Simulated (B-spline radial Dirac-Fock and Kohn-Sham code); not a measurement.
**Satellites and hypersatellites of the K lines of Cs⁺**

System: Cs⁺, [Kr] 4d10 5s2 5p6, inside a Watson sphere of charge -1 and radius 2.4 Å (a model of the Madelung potential; inside it an electron's potential energy is raised by 6.0 eV).

Input of the calculation (task.json; shells as n, l, electrons):

```json
{"items": [{
  "Z": 55,
  "q": 1,
  "cfg": [[1, 0, 2], [2, 0, 2], [2, 1, 6], [3, 0, 2], [3, 1, 6], [3, 2, 10], [4, 0, 2], [4, 1, 6], [4, 2, 10], [5, 0, 2], [5, 1, 6]],
  "A": 133,
  "rrms": 4.8041,
  "watson": [-1, 2.4],
  "do": ["binding", "quiet", "double"]
}]}
```

Run with: `python xray_run.py task.json out`

These are calculated numbers from a B-spline atomic structure program; the model is multi-electron Dirac-Fock with separately optimised hole states, Breit and Lamb-shift corrections added in first order. Each two-hole energy is an average over J within one jj subconfiguration, not an observable level; in light atoms, where LS coupling holds, the j-resolved values are not observed lines, and for a K spectator the Kα1 hypersatellite is nearly forbidden. Correlation and solid-state effects are left out.

Lines without a spectator: Kα2 (K-L2) 30622.1 eV, Kα1 (K-L3) 30969.9 eV, Kβ3 (K-M2) 34912.8 eV, Kβ1 (K-M3) 34980.8 eV. Shifts in eV with one spectator hole (a dash: not computed, or left out as unreliable):

| spectator hole | Kα2 | Kα1 | Kβ3 | Kβ1 |
| --- | --- | --- | --- | --- |
| L2 (2p1/2) | +73.8 | +94.3 | – | +195.7 |
| L3 (2p3/2) | +68.7 | +70.0 | +168.2 | – |
| M2 (3p1/2) | – | +11.56 | +25.45 | +30.8 |
| M3 (3p3/2) | +7.95 | – | +25.17 | +24.73 |
| M4 (3d3/2) | +1.59 | -1.40 | – | – |
| M5 (3d5/2) | -2.06 | +0.25 | – | – |

Task: Where does the K-L3 hypersatellite lie, emitted when both K electrons are missing?

Result: +675.7 eV from the normal line, at 31645.5 eV. Removing both K electrons costs 72887.6 eV, which is 910.5 eV more than twice the K binding energy.

With n spectator holes in 2p, averaged over the 2p shell (energies in eV):

| n | KαLⁿ | step | hypersatellite KαʰLⁿ |
| --- | --- | --- | --- |
| 0 | 30853.9 | – | 31521.0 |
| 1 | 30930.3 | +76.4 | 31599.0 |
| 2 | 31008.1 | +77.7 | 31678.3 |
| 3 | 31087.1 | +79.1 | 31759.0 |
| 4 | 31167.6 | +80.4 | 31841.0 |
| 5 | 31249.3 | +81.8 | 31924.3 |
